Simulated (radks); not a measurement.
Results of a calculation; reference values are marked as such.
Q: Tm44+, configuration [Ar] 3d7. Level of theory: non-relativistic Kohn-Sham, LDA (Slater exchange, Perdew-Wang correlation), spin-unpolarised, spherical densities, point nucleus; relativity is left out, which matters for an element this heavy (a radial shooting solver on a logarithmic mesh with Libxc functionals). Some entries of the table are withheld. Estimate them.

| orbital | occ. | eigenvalue (hartree) | r(max) (bohr) |
|---|---|---|---|
| 1s | 2 | (1) | 0.01458 |
| 2s | 2 | -411.3681 | (2) |
| 2p | 6 | (3) | (4) |
| 3s | 2 | (5) | 0.2151 |
| 3p | 6 | -143.3402 | 0.2024 |
| 3d | 7 | -132.6494 | (6) |

A: 
(1) 1s eigenvalue (hartree): -2108.869
(2) 2s r(max) (bohr): 0.07947
(3) 2p eigenvalue (hartree): -397.3874
(4) 2p r(max) (bohr): 0.06173
(5) 3s eigenvalue (hartree): -149.3658
(6) 3d r(max) (bohr): 0.1588
